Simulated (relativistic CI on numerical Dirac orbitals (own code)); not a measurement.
## Radial parameters of Dy+

Computed by Dirac-Coulomb-Breit CI, orbitals from a KLI potential per configuration, model QED, valence Slater integrals scaled by 0.85, P86 correlation energy added to each configuration (own radial code, finite nucleus).

Slater integrals F^k, G^k are unscaled and averaged over j, outside the closed core [Xe]; ζ comes from projecting the Hamiltonian with its Breit term on Σ l·s of the shell.

- 4f¹⁰6s: F^2(4f,4f) = 110730, F^4(4f,4f) = 68872, F^6(4f,4f) = 49385, ζ(4f) = 1818.1, G^3(4f,6s) = 2439.8 cm⁻¹; <r>(4f) = 0.868, <r^2>(4f) = 1.034, <r>(6s) = 3.838, <r^2>(6s) = 16.62 (bohr units).
- 4f⁹6s²: F^2(4f,4f) = 119180, F^4(4f,4f) = 74524, F^6(4f,4f) = 53545, ζ(4f) = 1915.8 cm⁻¹; <r>(4f) = 0.8087, <r^2>(4f) = 0.8546 (bohr units).
- 4f¹⁰6p: F^2(4f,4f) = 111070, F^4(4f,4f) = 69088, F^6(4f,4f) = 49541, ζ(4f) = 1809.1, F^2(4f,6p) = 5333.8, G^2(4f,6p) = 1392.5, G^4(4f,6p) = 1229.1, ζ(6p) = 1501.2 cm⁻¹; <r>(4f) = 0.8638, <r^2>(4f) = 1.015, <r>(6p) = 4.975, <r^2>(6p) = 27.81 (bohr units).

In this model ζ of a weakly bound d, f or g electron outside closed shells comes out too small, for d by up to a factor of two or three and at times with the wrong sign; that of an outer p electron is too small as well.

Correlation outside the listed configurations is missing or only estimated: errors of thousands of cm⁻¹ between configurations and terms are usual at this charge. Rates and lifetimes follow the computed energies and can be off by large factors. The fine structure of a lone outer electron comes out too small, for d and f at times inverted, and misplaced configurations move strength between like terms. 5 of the 31 excited levels that our extract of the measured tables holds in this range could be paired (the sources list more); they are missed by 9421 cm⁻¹ on average and 14268 at most, and levels without a partner can miss by more. Some levels of the ground configuration have no partner and can miss by 10 % or more. The computed lowest level isn't the tabulated ground level, which NIST ASD gives as 4f10 (5I<8>) 6s<1/2> (8,1/2)17/2.

Averages of the first 7 configurations, taken without configuration mixing, which lowers the lowest level and can move excited configurations by several eV; other configurations of the list can lie among them:

| Configuration | Parity | States | Average energy above the lowest level (eV) |
| --- | --- | --- | --- |
| 4f¹⁰6s | even | 2002 | 5.8 |
| 4f⁹6s² | odd | 2002 | 7.0 |
| 4f¹⁰6p | odd | 6006 | 8.9 |
| 4f¹⁰5d | even | 10010 | 7.8 |
| 4f¹⁰7s | even | 2002 | 11.7 |
| 4f¹¹ | odd | 364 | 12.1 |
| 4f¹⁰7p | odd | 6006 | 12.8 |
